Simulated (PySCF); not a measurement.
**Electron correlation in Nd³⁶⁺ (neodymium, charge +36)**

[Ar] 3d6, high-spin 5D determinant. All numbers are calculated (PySCF 2.14, the non-relativistic Hamiltonian (point nucleus), in an uncontracted even-tempered set (16 s from 6.2 bohr⁻², ratio 2.5; 11 p from 8.1 bohr⁻², ratio 2.5; 8 d from 8.1 bohr⁻², ratio 2.5; 4 f from 32 bohr⁻², ratio 2.7; 3 g from 49 bohr⁻², ratio 2.7)). Frozen: [Ne]; 14 electrons correlated; the 31 highest virtual orbitals of each spin left out.

MP2 pair energies summed by pair of shells (mhartree):

| pair | energy | share (%) |
| --- | --- | --- |
| 3p-3d | -231.12 | 43.0 |
| 3d-3d | -125.62 | 23.4 |
| 3p-3p | -98.28 | 18.3 |
| 3s-3p | -40.18 | 7.5 |
| 3s-3d | -36.75 | 6.8 |
| 3s-3s | -5.30 | 1.0 |

Total MP2 correlation energy: -537.26 mhartree.

At this charge a non-relativistic calculation is a model, useful for the Z dependence of the correlation energy.

Spin-orbit coupling is strong in this species, so the high-spin LS determinant is a model state.
